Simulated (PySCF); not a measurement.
Gas-phase equilibrium of 1 mol SO2, 0.21 mol O2 at 2500 K and 0.00133 bar, among 11 species (S2O, SO2, O2, O, S2, S6, O3, SO, S8, S, SO3). Only gases are allowed; each row takes one source of thermochemistry for all species, and Cantera finds the minimum.

Computed with PySCF and rigid-rotor harmonic-oscillator thermochemistry at 1 bar. † marks an energy on the PBE0/def2-TZVP geometry and frequencies; other levels use their own. MP2 and CCSD(T) freeze the core. 6-31G* has spherical d functions here. Open shells (unrestricted) among the columns below: O2 (multiplicity 3), O (multiplicity 3, electronic degeneracy 9), SO (multiplicity 3), S (multiplicity 3, electronic degeneracy 9); the rest are closed-shell singlets. Spin-orbit splitting is ignored; it lowers the true energy and changes the entropy of O, S. B3LYP is the form with VWN-RPA correlation. MP2 isn't extrapolated to the basis-set limit. CCSD(T) isn't extrapolated to the basis-set limit. The harmonic model lacks anharmonicity and excited electronic states, which grow with temperature; levels with a mode under 35 cm⁻¹ are left out. Warning, large T1 diagnostic: SO2 (CCSD(T)/def2-SVP†).

Molecules larger than those listed are left out.

With B3LYP/6-31G* thermochemistry: SO2 0.0074, O 0.17, SO 0.32, O2 0.34, S 0.16.

Q: How far does the composition move with the other sources (BLYP/def2-TZVP†, CCSD(T)/def2-SVP†, MP2/def2-SVP†, r2SCAN/def2-TZVP†, LDA/def2-TZVP†)?

A: 
```csv
thermochemistry,x SO2,x O,x SO,x O2,x S
B3LYP/6-31G*,0.0074,0.17,0.32,0.34,0.16
BLYP/def2-TZVP†,0.17,0.058,0.41,0.33,0.024
CCSD(T)/def2-SVP†,0.00048,0.53,0.063,0.13,0.28
MP2/def2-SVP†,0.0077,0.26,0.17,0.30,0.26
r2SCAN/def2-TZVP†,0.19,0.095,0.40,0.30,0.020
LDA/def2-TZVP†,0.73,0.00082,0.070,0.20,0.00039
```
The most sensitive of these is SO2: it spans a factor of 10^3.2 over these rows; at this temperature one factor of ten is RT ln 10 = 48 kJ/mol.
